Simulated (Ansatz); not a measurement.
CH₉AlOSi₂, SMILES `[CH3][AlH][O][SiH2][SiH3]` at its PBE0-D4/def2-TZVP geometry, where that method's forces vanish. The species carries charge 0 and has multiplicity 1.

```
atom    x (Å)    y (Å)    z (Å)
  C1   0.3120  -2.1208  -0.9446
 Al2  -1.4414  -1.3182  -0.7082
  O3  -1.5390   0.2185  -0.0029
 Si4  -0.9366   1.5737   0.6694
 Si5   1.4087   1.5020   0.7717
  H6   0.2600  -3.1099  -1.4061
  H7   0.9505  -1.4909  -1.5729
  H8   0.8284  -2.2253   0.0153
  H9  -2.8162  -1.9801  -1.1209
 H10  -1.3550   2.7624  -0.1267
 H11  -1.4810   1.7402   2.0470
 H12   1.8674   0.3411   1.5856
 H13   1.9926   1.3605  -0.5920
 H14   1.9496   2.7468   1.3854
```

**Question.** For each bond, give half the difference of the two atoms' forces along it (eV/Å; positive pushes the atoms apart) under PBE-D4, r2SCAN-D4, B3LYP-D4, ωB97M-V in def2-TZVPP. (Estimate.)

**Answer.** Computed: 
| bond | length (Å) | PBE-D4 | r2SCAN-D4 | B3LYP-D4 | ωB97M-V |
| --- | --- | --- | --- | --- | --- |
| C1–Al2 | 1.943 | -0.09 | -0.03 | 0.10 | 0.03 |
| C1–H6 | 1.093 | 0.11 | -0.01 | -0.04 | -0.05 |
| C1–H7 | 1.095 | 0.12 | 0.00 | -0.04 | -0.04 |
| C1–H8 | 1.095 | 0.12 | 0.01 | -0.04 | -0.04 |
| Al2–O3 | 1.694 | 0.11 | 0.03 | 0.02 | 0.09 |
| Al2–H9 | 1.581 | -0.02 | -0.04 | -0.15 | -0.19 |
| O3–Si4 | 1.628 | 0.29 | 0.05 | 0.13 | 0.15 |
| Si4–Si5 | 2.349 | -0.15 | 0.00 | 0.09 | 0.03 |
| Si4–H10 | 1.491 | 0.03 | -0.03 | -0.11 | -0.15 |
| Si4–H11 | 1.491 | 0.03 | -0.03 | -0.11 | -0.15 |
| Si5–H12 | 1.490 | 0.09 | -0.01 | -0.07 | -0.09 |
| Si5–H13 | 1.490 | 0.09 | -0.01 | -0.07 | -0.09 |
| Si5–H14 | 1.490 | 0.09 | -0.02 | -0.06 | -0.10 |

B3LYP here is the variant with VWN-RPA as its local correlation; programs differ in this.
